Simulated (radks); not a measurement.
Values are calculated unless marked as measured or tabulated.
Effect of the nuclear size on the osmium ion Os+, [Xe] 4f14 5d6 6s1. Level of theory: Dirac Kohn-Sham, relativistic LDA (MacDonald-Vosko exchange, VWN5 correlation), spin-unpolarised, spherical densities, finite nucleus; open shells fill j = l - 1/2 first; Fermi nuclear charge, rms radius 5.4126 fm (a radial shooting solver on a logarithmic mesh with Libxc functionals). The rms radius is varied about that value; shifts are against it.

[
 {"rms radius (fm)": "4.5412", "total energy shift (eV)": "-21.4", "density at nucleus (e/bohr^3)": "1.76e+06", "1s1/2 shift (meV)": "-8570", "2s1/2 shift (meV)": "-1230", "5s1/2 shift (meV)": "-12.5", "5p1/2 shift (meV)": "0.264", "6s1/2 shift (meV)": "-1.27", "6p1/2 (empty) shift (meV)": "0.139", "7s1/2 (empty) shift (meV)": "-0.157"},
 {"rms radius (fm)": "5.2123", "total energy shift (eV)": "-5.12", "density at nucleus (e/bohr^3)": "1.673e+06", "1s1/2 shift (meV)": "-2050", "2s1/2 shift (meV)": "-295", "5s1/2 shift (meV)": "-2.99", "5p1/2 shift (meV)": "0.063", "6s1/2 shift (meV)": "-0.304", "6p1/2 (empty) shift (meV)": "0.033", "7s1/2 (empty) shift (meV)": "-0.038"},
 {"rms radius (fm)": "5.4126", "total energy shift (eV)": "0", "density at nucleus (e/bohr^3)": "1.65e+06", "1s1/2 shift (meV)": "0.000", "2s1/2 shift (meV)": "0.000", "5s1/2 shift (meV)": "0.000", "5p1/2 shift (meV)": "0.000", "6s1/2 shift (meV)": "0.000", "6p1/2 (empty) shift (meV)": "0.000", "7s1/2 (empty) shift (meV)": "0.000"},
 {"rms radius (fm)": "5.7157", "total energy shift (eV)": "7.98", "density at nucleus (e/bohr^3)": "1.618e+06", "1s1/2 shift (meV)": "3200", "2s1/2 shift (meV)": "459", "5s1/2 shift (meV)": "4.67", "5p1/2 shift (meV)": "-0.098", "6s1/2 shift (meV)": "0.473", "6p1/2 (empty) shift (meV)": "-0.052", "7s1/2 (empty) shift (meV)": "0.059"},
 {"rms radius (fm)": "6.257", "total energy shift (eV)": "22.9", "density at nucleus (e/bohr^3)": "1.565e+06", "1s1/2 shift (meV)": "9190", "2s1/2 shift (meV)": "1320", "5s1/2 shift (meV)": "13.4", "5p1/2 shift (meV)": "-0.280", "6s1/2 shift (meV)": "1.36", "6p1/2 (empty) shift (meV)": "-0.148", "7s1/2 (empty) shift (meV)": "0.169"}
]

Slopes of the eigenvalues against <r^2> in GHz/fm^2, as finite differences over the two radii next to the reference (eigenvalue slopes, not the field-shift constants of lines): 1s1/2 231000, 2s1/2 33200, 5s1/2 337, 5p1/2 -7.07, 6s1/2 34.2, 6p1/2 (empty) -3.73, 7s1/2 (empty) 4.24.
